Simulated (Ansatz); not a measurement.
C6H15GeN, SMILES `C=C[N]([GeH3])C(C)(C)C`, relaxed with RKS PBE0-D4/def2-TZVP in Ansatz 0.2.0 from a PBE-D4/def2-SVP geometry. The force threshold is 0.005 eV/Å; the program also tests the step.

The species carries charge 0 and has multiplicity 1.

Start:

```xyz
23

C     1.174   -2.616    0.823
C     1.046   -1.281    0.620
N     0.040   -0.617   -0.075
Ge   -0.824   -1.561   -1.453
C    -0.121    0.855    0.123
C    -1.543    1.275   -0.291
C     0.919    1.618   -0.723
C     0.042    1.211    1.616
H     2.062   -3.005    1.339
H     0.422   -3.348    0.490
H     1.835   -0.623    1.027
H    -2.144   -2.211   -0.954
H     0.170   -2.652   -1.914
H    -1.148   -0.594   -2.622
H    -1.728    1.120   -1.371
H    -1.692    2.354   -0.086
H    -2.304    0.709    0.283
H     0.832    2.715   -0.580
H     0.781    1.400   -1.802
H     1.950    1.320   -0.444
H     1.070    1.037    1.987
H    -0.652    0.610    2.237
H    -0.187    2.284    1.772
```

Q: How much energy does the relaxation release, and in how many steps? (Estimate.)

A: The calculation gave: 0.10 eV, in 16 steps, 1 of them rejected.

Q: Which bonds change most? (Best estimate.)

A: Computed: N3–Ge4 from 1.880 to 1.856 Å; C1–C2 from 1.356 to 1.336 Å; C2–H11 from 1.105 to 1.087 Å; C1–H10 from 1.101 to 1.083 Å.

Q: Give the relaxed structure. (Estimate.)

A: Computed: 
```xyz
23

C     1.189   -2.582    0.822
C     1.042   -1.270    0.616
N     0.019   -0.629   -0.054
Ge   -0.807   -1.517   -1.459
C    -0.129    0.830    0.132
C    -1.544    1.241   -0.264
C     0.888    1.584   -0.724
C     0.052    1.197    1.605
H     2.072   -2.947    1.328
H     0.459   -3.316    0.503
H     1.814   -0.610    1.006
H    -2.211   -2.003   -1.057
H     0.089   -2.705   -1.821
H    -0.937   -0.565   -2.662
H    -1.745    1.063   -1.322
H    -1.682    2.309   -0.086
H    -2.283    0.697    0.329
H     0.802    2.664   -0.579
H     0.734    1.369   -1.785
H     1.908    1.288   -0.464
H     1.076    1.058    1.952
H    -0.606    0.593    2.233
H    -0.201    2.250    1.751
```
